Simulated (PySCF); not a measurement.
# Worked example: entropy of an ideal gas

H4STi, SMILES [SH][TiH3], multiplicity 1.

Geometry: ωB97X-D3(BJ)/def2-TZVP. The multiplicity is an assumed one; other spin states were not compared.

ωB97X-D3(BJ)/def2-TZVP in PySCF gives the harmonic wavenumbers 111, 318, 350, 390, 513, 561, 590, 611, 1774, 1783, 1831, 2666 cm⁻¹ and the rotational temperatures 2.5558, 0.2245, 0.2206 K. The molar mass is 83.96 g/mol, the symmetry number 1, the spin multiplicity 1.

Task: Work out the entropy at 298.15 K and 1 atm in the rigid-rotor, harmonic-oscillator model.

Result: 
Translation (Sackur–Tetrode at 1 atm): S = R[1.5 ln M + 2.5 ln T − 1.16487] = 164.0 J/(mol K).
Rotation: q = (√π/σ) T^1.5/√(θA θB θC) = 25600, S = R[ln q + 3/2] = 96.9 J/(mol K).
Vibration: with u = 1.4388 ν/T, each mode gives R[u/(e^u − 1) − ln(1 − e^−u)]:
| ν (cm⁻¹) | modes | u | S (J/(mol K)) |
|---|---|---|---|
| 111 | 1 | 0.54 | 13.60 |
| 318 | 1 | 1.53 | 5.52 |
| 350 | 1 | 1.69 | 4.88 |
| 390 | 1 | 1.88 | 4.18 |
| 513 | 1 | 2.48 | 2.62 |
| 561 | 1 | 2.71 | 2.18 |
| 590 | 1 | 2.85 | 1.95 |
| 611 | 1 | 2.95 | 1.80 |
| 1774 | 1 | 8.56 | 0.02 |
| 1783 | 1 | 8.60 | 0.01 |
| 1831 | 1 | 8.84 | 0.01 |
The stiffer modes add less than 0.005 each. Sum 36.8 J/(mol K).
Spin: R ln 1 = 0.0 J/(mol K).
Total 297.7 J/(mol K); the program's own thermochemistry gives 297.7. Translation makes up 55 % and vibration 12 %. Anharmonicity, hindered rotation and orbital degeneracy are left out.
